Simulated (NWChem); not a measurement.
System: C2H6OSi; SMILES C=CO[SiH3]

Parts of the log:

```
             Northwest Computational Chemistry Package (NWChem) 7.3.0
             --------------------------------------------------------

                             Geometry "geometry" -> ""
                             -------------------------

 Output coordinates in angstroms (scale by  1.889725989 to convert to a.u.)

  No.       Tag          Charge          X              Y              Z
 ---- ---------------- ---------- -------------- -------------- --------------
    1 C                    6.0000     0.07391800     2.36632600    -0.08286700
    2 C                    6.0000    -0.35188700     1.12278300     0.13544300
    3 O                    8.0000     0.45205500     0.04058900     0.03440700
    4 Si                  14.0000    -0.03483700    -1.56193500    -0.03677800
    5 H                    1.0000     1.10766200     2.56468400    -0.37394500
    6 H                    1.0000    -0.61522300     3.20292100     0.03523500
    7 H                    1.0000    -1.39196800     0.92053300     0.43160500
    8 H                    1.0000    -0.55254000    -1.90023700    -1.39587400
    9 H                    1.0000     1.17001900    -2.37398700     0.27201700
   10 H                    1.0000    -1.11398700    -1.80323600     0.96967800

 Effective nuclear repulsion energy (a.u.)     157.9771380503

                                 NWChem DFT Module
                                 -----------------

 Summary of "ao basis" -> "ao basis" (spherical)
 ------------------------------------------------------------------------------
       Tag                 Description            Shells   Functions and Types
 ---------------- ------------------------------  ------  ---------------------
 C                          def2-svp                 6       14   3s2p1d
 O                          def2-svp                 6       14   3s2p1d
 Si                         def2-svp                 8       18   4s3p1d
 H                          def2-svp                 3        5   2s1p

 in cosmo_initialize ...
 calling solv_data for solv:ethanol

 solvent parameters
 solvname_short: ethanol
 solvname_long:  ethanol
 dielec:       24.8520
 dielecinf:     1.8526
 nonaqueous SMD model solvent descriptors
 dielec:       24.8520
 sola:          0.3700
 solb:          0.4800
 solc:          0.0000
 solg:         31.6200
 solh:          0.0000
 soln:          1.3611

          ---------------
          -cosmo- solvent
          ---------------
 Cosmo: York-Karplus, doi: 10.1021/jp992097l
 dielectric constant -eps-     =  24.85
 screen = (eps-1)/(eps    )    =   0.95976
 surface charge correction     = lagrangian

   van der Waals surface
 --------------------------

[...]

                                COSMO-SMD solvation results
                                ---------------------------

             internal energy in gas <Psi(g)|H|Psi(g)> =      -444.019612597010
         internal energy in solvent <Psi(s)|H|Psi(s)> =      -444.018841610706
                               delta internal energy  =         0.000770986304 (    0.48 kcal/mol)
   total free energy in solvent <Psi(s)|H+V/2|Psi(s)> =      -444.024596342739
 polarization energy contribution <Psi(s)|V/2|Psi(s)> =        -0.005754732033 (   -3.61 kcal/mol)
    total free energy in solvent including G(SMD-CDS) =      -444.022549330136
                       G(SMD-CDS) energy contribution =         0.002047012603 (    1.28 kcal/mol)
     1 M fixed-concentration free energy of solvation =        -0.002936733125 (   -1.84 kcal/mol)

                       DFT Final Molecular Orbital Analysis
                       ------------------------------------

 Vector   18  Occ=2.000000D+00  E=-3.556648D-01
              MO Center= -1.2D-01, -1.4D+00, -4.4D-01, r^2= 3.4D+00
   Bfn.  Coefficient  Atom+Function         Bfn.  Coefficient  Atom+Function
  ----- ------------  ---------------      ----- ------------  ---------------
    76      0.348939   8 H  s                52     -0.250630   4 Si pz
    81     -0.209614   9 H  s                77      0.198809   8 H  s
    20      0.170743   2 C  pz               55     -0.153796   4 Si pz
    34      0.141880   3 O  pz               49      0.137310   4 Si pz
    86     -0.133569  10 H  s                82     -0.128911   9 H  s

 Vector   19  Occ=2.000000D+00  E=-3.397209D-01
              MO Center= -9.0D-02, -4.3D-01,  2.6D-01, r^2= 3.2D+00
   Bfn.  Coefficient  Atom+Function         Bfn.  Coefficient  Atom+Function
  ----- ------------  ---------------      ----- ------------  ---------------
    32      0.386445   3 O  px               35      0.287436   3 O  px
    86      0.259717  10 H  s                71      0.197656   7 H  s
    18     -0.179606   2 C  px               87      0.158654  10 H  s
    50     -0.155392   4 Si px               81     -0.148856   9 H  s
    34     -0.147953   3 O  pz               82     -0.121154   9 H  s

 Vector   20  Occ=2.000000D+00  E=-2.575379D-01
              MO Center=  1.5D-02,  1.4D+00, -2.6D-02, r^2= 2.5D+00
   Bfn.  Coefficient  Atom+Function         Bfn.  Coefficient  Atom+Function
  ----- ------------  ---------------      ----- ------------  ---------------
     6      0.388874   1 C  pz               34     -0.320704   3 O  pz
     9      0.302430   1 C  pz               20      0.296273   2 C  pz
    37     -0.273067   3 O  pz               23      0.187369   2 C  pz
    77     -0.116850   8 H  s                 4      0.104658   1 C  px
    76     -0.091330   8 H  s                 7      0.083596   1 C  px

 Vector   21  Occ=0.000000D+00  E= 2.056176D-02
              MO Center= -9.2D-02,  8.3D-01, -1.1D-02, r^2= 4.6D+00
   Bfn.  Coefficient  Atom+Function         Bfn.  Coefficient  Atom+Function
  ----- ------------  ---------------      ----- ------------  ---------------
    23     -0.551045   2 C  pz                9      0.545738   1 C  pz
    87     -0.450188  10 H  s                54     -0.418043   4 Si py
    20     -0.385678   2 C  pz               55      0.343239   4 Si pz
     6      0.324578   1 C  pz               53     -0.317250   4 Si px
    31      0.286203   3 O  s                21     -0.211103   2 C  px

 Vector   22  Occ=0.000000D+00  E= 2.201583D-02
              MO Center= -1.7D-01, -1.0D+00, -3.8D-02, r^2= 4.8D+00
   Bfn.  Coefficient  Atom+Function         Bfn.  Coefficient  Atom+Function
  ----- ------------  ---------------      ----- ------------  ---------------
    54      1.064152   4 Si py               31     -0.536594   3 O  s
    82      0.388802   9 H  s                77      0.300062   8 H  s
    23     -0.297641   2 C  pz               72      0.226956   7 H  s
     9      0.224069   1 C  pz               51      0.203037   4 Si py
    20     -0.199567   2 C  pz               36      0.166546   3 O  py

 Vector   23  Occ=0.000000D+00  E= 7.307115D-02
              MO Center= -2.3D-01, -1.3D+00,  6.3D-04, r^2= 4.3D+00
   Bfn.  Coefficient  Atom+Function         Bfn.  Coefficient  Atom+Function
  ----- ------------  ---------------      ----- ------------  ---------------
    53      1.395242   4 Si px               82     -1.180484   9 H  s
    77      0.694872   8 H  s                87      0.603248  10 H  s
    17      0.590420   2 C  s                72     -0.508452   7 H  s
    55      0.406245   4 Si pz               54     -0.234312   4 Si py
    31     -0.231086   3 O  s                50      0.214389   4 Si px

     Multipole analysis of the density
     ---------------------------------

     L   x y z        total         alpha         beta         nuclear
     -   - - -        -----         -----         ----         -------
     0   0 0 0     -0.000000    -20.000000    -20.000000     40.000000

     1   1 0 0     -0.513524     -0.318056     -0.318056      0.122588
     1   0 1 0     -0.366935     -0.186259     -0.186259      0.005582
     1   0 0 1      0.060068      0.016299      0.016299      0.027469

     2   2 0 0    -23.889459    -27.810525    -27.810525     31.731591
     2   1 1 0     -0.527968      0.704546      0.704546     -1.937060
     2   1 0 1     -0.665595      1.823550      1.823550     -4.312694
     2   0 2 0    -22.308090   -199.547433   -199.547433    376.786775
     2   0 1 1     -0.042195     -0.664917     -0.664917      1.287640
     2   0 0 2    -25.691629    -19.041200    -19.041200     12.390772
```

Level: PBE0/def2-SVP, SMD on the gas-phase geometry. Structure relaxed at the PBE0/def2-SVP level. Solvent: ethanol.

Problem. Reconstruct the input file.

Solution. Several could match; the one computed here: the input that was run:
```
start job
memory heap 200 mb stack 900 mb global 1100 mb
geometry units angstroms noautosym nocenter noautoz
  C      0.073918     2.366326    -0.082867
  C     -0.351887     1.122783     0.135443
  O      0.452055     0.040589     0.034407
  Si    -0.034837    -1.561935    -0.036778
  H      1.107662     2.564684    -0.373945
  H     -0.615223     3.202921     0.035235
  H     -1.391968     0.920533     0.431605
  H     -0.552540    -1.900237    -1.395874
  H      1.170019    -2.373987     0.272017
  H     -1.113987    -1.803236     0.969678
end
basis spherical
  * library def2-svp
end
dft
  xc pbe0
  iterations 150
end
cosmo
  do_cosmo_smd true
  solvent ethanol
end
task dft energy
```
